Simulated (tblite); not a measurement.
Compound: C6H8ClF.
Atom-mapped SMILES: `[CH2:1]=[CH:2][CH2:3][C:4](=[CH2:5])[C@@H:6]([F:7])[Cl:8]` (hydrogens: H9, H10 on C1; H11 on C2; H12, H13 on C3; H14, H15 on C5; H16 on C6)

Computed with GFN2-xTB (tblite), gas phase: Langevin dynamics at 600 K from the optimised GFN2-xTB geometry, time step 0.5 fs, friction 0.01 fs⁻¹, 2000 steps. The instantaneous temperature is 2·E(kin)/(3Nk) with all 3N coordinates.

```json
{"t (fs)": "0", "T (K)": "488", "E(pot) above start (eV)": "0.000", "C1=C2 (Å)": "1.319", "C2–C3 (Å)": "1.502", "C3–C4 (Å)": "1.505", "C4=C5 (Å)": "1.323", "C4–C6 (Å)": "1.498", "C1–H9 (Å)": "1.078", "C1–C2–C3–C4 (°)": "119"}
{"t (fs)": "50", "T (K)": "440", "E(pot) above start (eV)": "0.662", "C1=C2 (Å)": "1.328", "C2–C3 (Å)": "1.485", "C3–C4 (Å)": "1.479", "C4=C5 (Å)": "1.318", "C4–C6 (Å)": "1.545", "C1–H9 (Å)": "1.171", "C1–C2–C3–C4 (°)": "136"}
{"t (fs)": "100", "T (K)": "384", "E(pot) above start (eV)": "0.811", "C1=C2 (Å)": "1.296", "C2–C3 (Å)": "1.523", "C3–C4 (Å)": "1.497", "C4=C5 (Å)": "1.307", "C4–C6 (Å)": "1.544", "C1–H9 (Å)": "1.100", "C1–C2–C3–C4 (°)": "116"}
{"t (fs)": "150", "T (K)": "533", "E(pot) above start (eV)": "0.715", "C1=C2 (Å)": "1.356", "C2–C3 (Å)": "1.488", "C3–C4 (Å)": "1.532", "C4=C5 (Å)": "1.338", "C4–C6 (Å)": "1.549", "C1–H9 (Å)": "1.118", "C1–C2–C3–C4 (°)": "119"}
{"t (fs)": "200", "T (K)": "665", "E(pot) above start (eV)": "0.981", "C1=C2 (Å)": "1.307", "C2–C3 (Å)": "1.465", "C3–C4 (Å)": "1.507", "C4=C5 (Å)": "1.336", "C4–C6 (Å)": "1.444", "C1–H9 (Å)": "1.077", "C1–C2–C3–C4 (°)": "128"}
{"t (fs)": "250", "T (K)": "652", "E(pot) above start (eV)": "1.092", "C1=C2 (Å)": "1.361", "C2–C3 (Å)": "1.474", "C3–C4 (Å)": "1.547", "C4=C5 (Å)": "1.291", "C4–C6 (Å)": "1.546", "C1–H9 (Å)": "1.151", "C1–C2–C3–C4 (°)": "108"}
{"t (fs)": "300", "T (K)": "794", "E(pot) above start (eV)": "0.925", "C1=C2 (Å)": "1.336", "C2–C3 (Å)": "1.498", "C3–C4 (Å)": "1.526", "C4=C5 (Å)": "1.365", "C4–C6 (Å)": "1.511", "C1–H9 (Å)": "1.024", "C1–C2–C3–C4 (°)": "127"}
{"t (fs)": "350", "T (K)": "693", "E(pot) above start (eV)": "0.696", "C1=C2 (Å)": "1.315", "C2–C3 (Å)": "1.464", "C3–C4 (Å)": "1.506", "C4=C5 (Å)": "1.326", "C4–C6 (Å)": "1.495", "C1–H9 (Å)": "1.138", "C1–C2–C3–C4 (°)": "176"}
{"t (fs)": "400", "T (K)": "709", "E(pot) above start (eV)": "0.952", "C1=C2 (Å)": "1.330", "C2–C3 (Å)": "1.510", "C3–C4 (Å)": "1.584", "C4=C5 (Å)": "1.331", "C4–C6 (Å)": "1.514", "C1–H9 (Å)": "1.043", "C1–C2–C3–C4 (°)": "-164"}
{"t (fs)": "450", "T (K)": "477", "E(pot) above start (eV)": "1.016", "C1=C2 (Å)": "1.316", "C2–C3 (Å)": "1.570", "C3–C4 (Å)": "1.544", "C4=C5 (Å)": "1.357", "C4–C6 (Å)": "1.450", "C1–H9 (Å)": "1.147", "C1–C2–C3–C4 (°)": "-160"}
{"t (fs)": "500", "T (K)": "564", "E(pot) above start (eV)": "1.274", "C1=C2 (Å)": "1.306", "C2–C3 (Å)": "1.467", "C3–C4 (Å)": "1.554", "C4=C5 (Å)": "1.309", "C4–C6 (Å)": "1.472", "C1–H9 (Å)": "1.101", "C1–C2–C3–C4 (°)": "-134"}
{"t (fs)": "550", "T (K)": "781", "E(pot) above start (eV)": "1.116", "C1=C2 (Å)": "1.315", "C2–C3 (Å)": "1.568", "C3–C4 (Å)": "1.513", "C4=C5 (Å)": "1.364", "C4–C6 (Å)": "1.529", "C1–H9 (Å)": "1.109", "C1–C2–C3–C4 (°)": "-111"}
{"t (fs)": "600", "T (K)": "621", "E(pot) above start (eV)": "1.157", "C1=C2 (Å)": "1.310", "C2–C3 (Å)": "1.576", "C3–C4 (Å)": "1.449", "C4=C5 (Å)": "1.355", "C4–C6 (Å)": "1.521", "C1–H9 (Å)": "1.104", "C1–C2–C3–C4 (°)": "-69"}
{"t (fs)": "650", "T (K)": "576", "E(pot) above start (eV)": "1.033", "C1=C2 (Å)": "1.301", "C2–C3 (Å)": "1.487", "C3–C4 (Å)": "1.550", "C4=C5 (Å)": "1.328", "C4–C6 (Å)": "1.556", "C1–H9 (Å)": "1.071", "C1–C2–C3–C4 (°)": "-84"}
{"t (fs)": "700", "T (K)": "625", "E(pot) above start (eV)": "0.982", "C1=C2 (Å)": "1.350", "C2–C3 (Å)": "1.569", "C3–C4 (Å)": "1.497", "C4=C5 (Å)": "1.364", "C4–C6 (Å)": "1.474", "C1–H9 (Å)": "1.088", "C1–C2–C3–C4 (°)": "-78"}
{"t (fs)": "750", "T (K)": "619", "E(pot) above start (eV)": "1.173", "C1=C2 (Å)": "1.323", "C2–C3 (Å)": "1.469", "C3–C4 (Å)": "1.537", "C4=C5 (Å)": "1.301", "C4–C6 (Å)": "1.518", "C1–H9 (Å)": "1.083", "C1–C2–C3–C4 (°)": "-80"}
{"t (fs)": "800", "T (K)": "695", "E(pot) above start (eV)": "1.149", "C1=C2 (Å)": "1.323", "C2–C3 (Å)": "1.539", "C3–C4 (Å)": "1.523", "C4=C5 (Å)": "1.356", "C4–C6 (Å)": "1.487", "C1–H9 (Å)": "1.089", "C1–C2–C3–C4 (°)": "-80"}
{"t (fs)": "850", "T (K)": "489", "E(pot) above start (eV)": "1.006", "C1=C2 (Å)": "1.333", "C2–C3 (Å)": "1.552", "C3–C4 (Å)": "1.579", "C4=C5 (Å)": "1.318", "C4–C6 (Å)": "1.539", "C1–H9 (Å)": "1.092", "C1–C2–C3–C4 (°)": "-69"}
{"t (fs)": "900", "T (K)": "646", "E(pot) above start (eV)": "1.317", "C1=C2 (Å)": "1.337", "C2–C3 (Å)": "1.463", "C3–C4 (Å)": "1.496", "C4=C5 (Å)": "1.299", "C4–C6 (Å)": "1.490", "C1–H9 (Å)": "1.050", "C1–C2–C3–C4 (°)": "-53"}
{"t (fs)": "950", "T (K)": "768", "E(pot) above start (eV)": "0.985", "C1=C2 (Å)": "1.374", "C2–C3 (Å)": "1.450", "C3–C4 (Å)": "1.518", "C4=C5 (Å)": "1.345", "C4–C6 (Å)": "1.464", "C1–H9 (Å)": "1.113", "C1–C2–C3–C4 (°)": "-32"}
{"t (fs)": "1000", "T (K)": "553", "E(pot) above start (eV)": "1.200", "C1=C2 (Å)": "1.289", "C2–C3 (Å)": "1.535", "C3–C4 (Å)": "1.578", "C4=C5 (Å)": "1.310", "C4–C6 (Å)": "1.521", "C1–H9 (Å)": "1.047", "C1–C2–C3–C4 (°)": "-29"}
```

Task: From 500 fs on, how do temperature and potential energy compare with equipartition?

Result: The mean temperature of these 11 frames is 631 K against the target 600 K, and the mean potential energy 1.13 eV against 42 × kT/2 = 1.09 eV for 42 classical harmonic modes. For 16 atoms in a canonical ensemble the temperature itself scatters by T·√(2/(3N)) = 122 K; here its standard deviation is 85 K. The whole run lasts only 10 friction times of 100 fs, so these averages carry a wide statistical error.

Task: What are the kinetic and total energies of the listed frame with the highest potential energy?

Result: The one at 900 fs, 1.317 eV above the start. Its kinetic energy is 3NkT/2 = 1.337 eV at 646 K, so the sum is 2.65 eV; over the listed frames the sum runs from 1.01 to 2.73 eV, since the thermostat adds and removes energy.

Task: How much do the listed bonds fluctuate from 500 fs on?

Result: 
```
 bond  at the start (Å)  mean (Å)  standard deviation (Å)
C1=C2             1.319     1.324                   0.023
C2–C3             1.502     1.516                   0.047
C3–C4             1.505     1.527                   0.037
C4=C5             1.323     1.332                   0.024
C4–C6             1.498     1.506                   0.029
C1–H9             1.078     1.086                   0.021
```

The motion is classical and holds no zero-point motion.

What follows is the cost of the whole dynamics run. Hardware: one thread, Intel Xeon at 2.50 GHz (x86_64), no GPU, shared host with 64 logical CPUs at a one-minute load of 62. Cost: 51 s wall, 0.18 GiB resident at most.
